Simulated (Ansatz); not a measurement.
**Nudged elastic band run: CH8Sn**

The input (input.yaml):

```yaml
crystal:
  periodic: [false, false, false]
  atoms:
    - { symbol: Sn, position_ang: [-0.557197, -0.707717, 0.023402] }
    - { symbol: C, position_ang: [-0.459462, -0.612903, 2.184247] }
    - { symbol: H, position_ang: [-1.462817, -0.634774, 2.607735] }
    - { symbol: H, position_ang: [0.10269, -1.4609, 2.573515] }
    - { symbol: H, position_ang: [0.03284, 0.306494, 2.498514] }
    - { symbol: H, position_ang: [1.022154, -0.614473, -0.65037] }
    - { symbol: H, position_ang: [-1.493377, 0.598371, -0.588715] }
    - { symbol: H, position_ang: [-1.281359, -2.184865, -0.476988] }
    - { symbol: H, position_ang: [3.018403, 3.909415, 1.435153] }
    - { symbol: H, position_ang: [2.988025, 4.278852, 2.078708] }
basis:
  gaussian: { orbitals: def2-mTZVP }
hamiltonian:
  xc: b3lyp
neb:
  order_check: false
  images: 8
  f_tol: 0.05
  max_iterations: 22
  climbing: false
  final_atoms:
    - { symbol: Sn, position_ang: [0.43798632, 0.162819, -1.23297087] }
    - { symbol: C, position_ang: [-0.05472504, 0.41105738, 3.57057219] }
    - { symbol: H, position_ang: [-1.037696, 0.51371714, 3.11244475] }
    - { symbol: H, position_ang: [0.34197965, -0.58163006, 3.36101098] }
    - { symbol: H, position_ang: [-0.14055587, 0.5477014, 4.64774625] }
    - { symbol: H, position_ang: [0.59275553, -0.01571738, -2.93051226] }
    - { symbol: H, position_ang: [-1.10541791, 0.81355075, -0.87267828] }
    - { symbol: H, position_ang: [0.60160433, -1.36280772, -0.47061154] }
    - { symbol: H, position_ang: [1.65665213, 1.22375339, -0.66229508] }
    - { symbol: H, position_ang: [0.61731687, 1.16505609, 3.16249486] }
  initial_path:
    images:
      - { positions_ang: [[-0.557197, -0.707717, 0.023402], [-0.459462, -0.612903, 2.184247], [-1.462817, -0.634774, 2.607735], [0.10269, -1.4609, 2.573515], [0.03284, 0.306494, 2.498514], [1.022154, -0.614473, -0.65037], [-1.493377, 0.598371, -0.588715], [-1.281359, -2.184865, -0.476988], [3.018403, 3.909415, 1.435153], [2.988025, 4.278852, 2.078708]] }
      - { positions_ang: [[-0.43581128, -0.54574107, 0.01749599], [-0.36005003, -0.47826524, 2.25367334], [-1.36520891, -0.55585824, 2.66460476], [0.24117935, -1.30353885, 2.63698121], [0.08350983, 0.46033702, 2.58299176], [1.15695492, -0.48653354, -0.63529575], [-1.33307551, 0.79416609, -0.58377972], [-1.19372937, -2.00103723, -0.50400671], [2.59722661, 3.39233505, 1.26252002], [2.51890438, 3.60163603, 1.9900161]] }
      - { positions_ang: [[-0.31442555, -0.38376514, 0.01158998], [-0.26063806, -0.34362747, 2.32309969], [-1.26760082, -0.47694248, 2.72147453], [0.37966871, -1.14617771, 2.70044742], [0.13417966, 0.61418003, 2.66746951], [1.29175584, -0.35859409, -0.62022149], [-1.17277402, 0.98996118, -0.57884445], [-1.10609973, -1.81720946, -0.53102543], [2.17605023, 2.8752551, 1.08988704], [2.04978376, 2.92442006, 1.9013242]] }
      - { positions_ang: [[-0.19303983, -0.22178922, 0.00568397], [-0.16122608, -0.20898971, 2.39252603], [-1.16999273, -0.39802673, 2.77834429], [0.51815806, -0.98881656, 2.76391363], [0.18484949, 0.76802305, 2.75194727], [1.42655675, -0.23065463, -0.60514724], [-1.01247254, 1.18575627, -0.57390917], [-1.0184701, -1.6333817, -0.55804414], [1.75487384, 2.35817515, 0.91725406], [1.58066313, 2.24720408, 1.8126323]] }
      - { positions_ang: [[-0.07165411, -0.05981329, -0.00022204], [-0.06181411, -0.07435195, 2.46195238], [-1.07238464, -0.31911097, 2.83521405], [0.65664741, -0.83145542, 2.82737983], [0.23551932, 0.92186606, 2.83642502], [1.56135767, -0.10271518, -0.59007298], [-0.85217105, 1.38155136, -0.56897389], [-0.93084047, -1.44955393, -0.58506285], [1.33369746, 1.8410952, 0.74462108], [1.11154251, 1.56998811, 1.72394041]] }
      - { positions_ang: [[0.03892181, 0.03691293, -0.13981903], [-0.01684334, 0.03942143, 2.61598851], [-1.02514898, -0.19150084, 2.89129291], [0.68323515, -0.73375876, 2.91487939], [0.21625311, 0.94866688, 3.0752286], [1.51364673, -0.03618678, -0.84342212], [-0.80906448, 1.40546022, -0.60052537], [-0.72162232, -1.35821423, -0.58435436], [1.18239181, 1.54268835, 0.51157129], [0.8481305, 1.22401079, 1.84436117]] }
      - { positions_ang: [[0.13868794, 0.06838945, -0.41310699], [-0.02631376, 0.13233042, 2.85463443], [-1.02828573, -0.01519635, 2.94658087], [0.59792127, -0.69572658, 3.02641228], [0.12705087, 0.84842551, 3.46835802], [1.28342393, -0.03106943, -1.36519466], [-0.88315284, 1.25748285, -0.66856359], [-0.39081566, -1.35936261, -0.55591865], [1.30095689, 1.46295461, 0.2181047], [0.79042709, 1.20927212, 2.17389459]] }
      - { positions_ang: [[0.23845407, 0.09986597, -0.68639495], [-0.03578419, 0.2252394, 3.09328035], [-1.03142249, 0.16110815, 3.00186883], [0.5126074, -0.65769441, 3.13794518], [0.03784862, 0.74818414, 3.86148743], [1.05320113, -0.02595208, -1.88696719], [-0.9572412, 1.10950549, -0.73660182], [-0.060009, -1.36051098, -0.52748295], [1.41952197, 1.38322087, -0.07536189], [0.73272368, 1.19453344, 2.50342802]] }
      - { positions_ang: [[0.33822019, 0.13134248, -0.95968291], [-0.04525461, 0.31814839, 3.33192627], [-1.03455924, 0.33741265, 3.05715679], [0.42729352, -0.61966223, 3.24947808], [-0.05135363, 0.64794277, 4.25461684], [0.82297833, -0.02083473, -2.40873972], [-1.03132955, 0.96152812, -0.80464005], [0.27079766, -1.36165935, -0.49904724], [1.53808705, 1.30348713, -0.36882849], [0.67502028, 1.17979477, 2.83296144]] }
      - { positions_ang: [[0.43798632, 0.162819, -1.23297087], [-0.05472504, 0.41105738, 3.57057219], [-1.037696, 0.51371714, 3.11244475], [0.34197965, -0.58163006, 3.36101098], [-0.14055587, 0.5477014, 4.64774625], [0.59275553, -0.01571738, -2.93051226], [-1.10541791, 0.81355075, -0.87267828], [0.60160433, -1.36280772, -0.47061154], [1.65665213, 1.22375339, -0.66229508], [0.61731687, 1.16505609, 3.16249486]] }
```

Command:

```bash
$ ansatz run input.yaml --threads 1 --pin off --max-ram 2048MiB --backend cpu --events-out ev --progress --plain --runs-dir out
```

Output, in part (warnings, iteration lines, the closing report on the highest movable image, with atoms numbered from 0):

```
NEB end point (image 0): max|allowed force component| = 2.367e-2 eV/Å (the criterion of neb.relax_end_points is 1.000e-2)
NEB end point (image 9): max|allowed force component| = 1.213e-2 eV/Å (the criterion of neb.relax_end_points is 1.000e-2)
NEB iter   1: max|band force component| = 7.083e0 eV/Å  barrier→ = 5.4566 eV  barrier← = 6.0279 eV  Δτ_max = 0.2000 Å  (233 SCF iters)
NEB iter   2: max|band force component| = 4.458e0 eV/Å  barrier→ = 3.7449 eV  barrier← = 4.3162 eV  Δτ_max = 0.2000 Å  (223 SCF iters)
NEB iter   3: max|band force component| = 1.463e0 eV/Å  barrier→ = 3.2437 eV  barrier← = 3.8151 eV  Δτ_max = 0.2000 Å  (208 SCF iters)
NEB iter   4: max|band force component| = 3.542e0 eV/Å  barrier→ = 3.2049 eV  barrier← = 3.7762 eV  Δτ_max = 0.1006 Å  (207 SCF iters)
NEB iter   5: max|band force component| = 6.862e-1 eV/Å  barrier→ = 2.9224 eV  barrier← = 3.4938 eV  Δτ_max = 0.2000 Å  (201 SCF iters)
NEB iter   6: max|band force component| = 5.478e-1 eV/Å  barrier→ = 2.5094 eV  barrier← = 3.0807 eV  Δτ_max = 0.1999 Å  (192 SCF iters)
NEB iter   7: max|band force component| = 6.022e-1 eV/Å  barrier→ = 2.4650 eV  barrier← = 3.0364 eV  Δτ_max = 0.0991 Å  (183 SCF iters)
NEB iter   8: max|band force component| = 3.358e-1 eV/Å  barrier→ = 2.4679 eV  barrier← = 3.0392 eV  Δτ_max = 0.0981 Å  (187 SCF iters)
NEB iter   9: max|band force component| = 2.614e-1 eV/Å  barrier→ = 2.3414 eV  barrier← = 2.9127 eV  Δτ_max = 0.0979 Å  (189 SCF iters)
NEB iter  10: max|band force component| = 3.928e-1 eV/Å  barrier→ = 2.2220 eV  barrier← = 2.7934 eV  Δτ_max = 0.0490 Å  (186 SCF iters)
NEB iter  11: max|band force component| = 1.489e-1 eV/Å  barrier→ = 2.1705 eV  barrier← = 2.7418 eV  Δτ_max = 0.0980 Å  (182 SCF iters)
NEB iter  12: max|band force component| = 3.082e-1 eV/Å  barrier→ = 2.0769 eV  barrier← = 2.6482 eV  Δτ_max = 0.0492 Å  (185 SCF iters)
NEB iter  13: max|band force component| = 2.022e-1 eV/Å  barrier→ = 2.0143 eV  barrier← = 2.5856 eV  Δτ_max = 0.0489 Å  (183 SCF iters)
NEB iter  14: max|band force component| = 1.867e-1 eV/Å  barrier→ = 1.9439 eV  barrier← = 2.5153 eV  Δτ_max = 0.0490 Å  (180 SCF iters)
NEB iter  15: max|band force component| = 1.954e-1 eV/Å  barrier→ = 1.8746 eV  barrier← = 2.4460 eV  Δτ_max = 0.0244 Å  (179 SCF iters)
NEB iter  16: max|band force component| = 1.414e-1 eV/Å  barrier→ = 1.8385 eV  barrier← = 2.4098 eV  Δτ_max = 0.0244 Å  (158 SCF iters)
NEB iter  17: max|band force component| = 8.425e-2 eV/Å  barrier→ = 1.8005 eV  barrier← = 2.3718 eV  Δτ_max = 0.0244 Å  (157 SCF iters)
NEB iter  18: max|band force component| = 3.824e-2 eV/Å  barrier→ = 1.7638 eV  barrier← = 2.3351 eV  Δτ_max = 0.0000 Å  (355 SCF iters)
Total energy: -6998.34862031 eV, -257.1845681454 hartree
Atom 0 at     0.047569     0.062854     0.067256 Å, force    -0.565008    -0.383264     0.431908 eV/Å
Atom 1 at    -0.158488     0.118790     2.382727 Å, force    -0.319696    -0.272797    -0.361946 eV/Å
Atom 2 at    -1.242769     0.172341     2.406149 Å, force    -0.284104    -0.229884     0.251837 eV/Å
Atom 3 at     0.170299    -0.851349     2.751076 Å, force    -0.089438    -0.126433    -0.050860 eV/Å
Atom 4 at     0.199927     0.872980     3.107547 Å, force     0.152933     0.021853    -0.787374 eV/Å
Atom 5 at     1.151108     0.362651    -1.299692 Å, force     0.033169     0.096091     0.902973 eV/Å
Atom 6 at    -1.247678     1.117264    -0.319229 Å, force    -0.266511    -0.146922    -0.141300 eV/Å
Atom 7 at    -0.076164    -1.638459     0.042678 Å, force    -0.397659    -0.354748    -0.305068 eV/Å
Atom 8 at     1.754656     1.471988     0.997982 Å, force     0.559015     0.518120     0.531894 eV/Å
Atom 9 at     1.311441     1.188439     1.548707 Å, force     1.177298     0.877984    -0.472064 eV/Å
Dipole moment:     0.053247     0.056311     0.064493 e Å
```

The run converged. Neighbouring images differ by up to 1.5 eV, so the band resolves the path poorly. No image climbed, so the highest image needn't sit at the top of the path. The orbitals stay closed-shell, which can raise the energy where a bond breaks towards radicals; this wasn't checked here.

Final band (atoms are numbered from 1 in the order of the input):

```
image  path coordinate (Å)  energy (eV)  Sn1–C2 (Å)  H9–H10 (Å)  Sn1–H9 (Å)
    0                 0.00         0.00        2.17        0.74        6.01
    1                 1.17         0.00        2.16        0.74        5.16
    2                 2.33         0.00        2.16        0.74        4.24
    3                 3.50         0.02        2.17        0.74        3.73
    4                 4.66         0.27        2.18        0.74        3.09
    5                 5.82         1.76        2.33        0.76        2.40
    6                 6.99         1.04        2.77        1.57        1.86
    7                 8.15        -0.45        3.51        2.19        1.71
    8                 9.31        -0.56        4.21        3.00        1.71
    9                10.47        -0.57        4.84        3.96        1.71
```

Time of the run: 11 min on 1 thread of Intel(R) Xeon(R) Platinum 8259CL CPU @ 2.50GHz (Skylake/Cascade Lake), on a shared host, peak memory 0.17 GiB.
